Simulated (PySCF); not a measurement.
**The second ionisation energy along the third row**

All values are computed (PySCF 2.14, energy differences of UHF-based or UKS calculations, no spin-orbit coupling). Values in eV. The last column holds reference values (NIST; (s) semi-empirical, (t) theoretical, else measured). Unmarked ones compare directly (S terms, centres of terms, or small fine structure); those marked * lie between the lowest fine-structure levels and include a spin-orbit shift.

```
                       element               configurations     UHF    PBE0  r2SCAN  MP2 (valence)  SCS-MP2 (valence)  CCSD (valence)     reference
Mg (dyall-av3z, spin-free X2C)              [Ne] 3s1 → [Ne]  14.745  15.255  15.043            n/a                n/a             n/a        15.035
Al (dyall-av3z, spin-free X2C)          [Ne] 3s2 → [Ne] 3s1  17.551  18.684  18.413         18.328             18.484          18.640        18.829
Si (dyall-av3z, spin-free X2C)      [Ne] 3s2 3p1 → [Ne] 3s2  15.831  16.421  16.519         16.097             16.085          16.206        16.322
 P (dyall-av3z, spin-free X2C)  [Ne] 3s2 3p2 → [Ne] 3s2 3p1  19.159  19.809  19.943         19.609             19.518          19.644  19.769 (s) *
 S (dyall-av3z, spin-free X2C)  [Ne] 3s2 3p3 → [Ne] 3s2 3p2  22.718  23.374  23.526         23.338             23.150          23.270      23.338 *
Ar (dyall-av3z, spin-free X2C)  [Ne] 3s2 3p5 → [Ne] 3s2 3p4  26.356  27.592  27.655         27.362             27.362          27.331      27.630 *
```

**Question.** Fill in the row of Cl (dyall-av3z, spin-free X2C) ([Ne] 3s2 3p4 → [Ne] 3s2 3p3).

**Answer.** UHF 22.571; PBE0 23.821; r2SCAN 23.789; MP2 (valence) 23.366; SCS-MP2 (valence) 23.454; CCSD (valence) 23.477; reference 23.771 (eV).

"Valence" correlates the outer s and p shells and, in groups 3 to 12 and the f block, the outer d or f shell, open or full, or the next shell where the ion has no valence electron left; the wider scheme adds the next inner shell.
